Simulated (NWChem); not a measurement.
System: SiH3Br; SMILES [SiH3]Br

NWChem input:

```
start job
memory heap 200 mb stack 900 mb global 1100 mb
geometry units angstroms noautosym nocenter noautoz
  Si     0.000000     0.000000    -1.417110
  Br     0.000000     0.000000     0.809288
  H      0.997374     0.997374    -1.893767
  H     -1.362438     0.365064    -1.893767
  H      0.365064    -1.362438    -1.893767
end
basis spherical
  * library 6-31g*
end
dft
  xc b3lyp
  iterations 150
end
property
  shielding 3 1 2 3
end
task dft property
```

All runs use the structure optimised with PBE0/def2-SVP. B3LYP is NWChem's, with the RPA form of VWN correlation.

GIAO values for the isolated, static molecule; σ is the absolute isotropic shielding, δ = σ(reference) − σ with the isolated reference molecule computed at the same levels (1H: tetramethylsilane, 29Si: tetramethylsilane). Spin-orbit effects, on the heavy nuclei and on their neighbours, are missing.

Atoms are numbered as in the input.

Problem. Give the results of this calculation. (B3LYP/6-31G* (spherical d), GIAO.) Quantities: δ Si1 (ppm); σ Br2 (ppm); δ H3 (ppm).

Solution. The δ Si1 (ppm) is -6.4, the σ Br2 (ppm) is 2867.2 and the δ H3 (ppm) is 4.94.
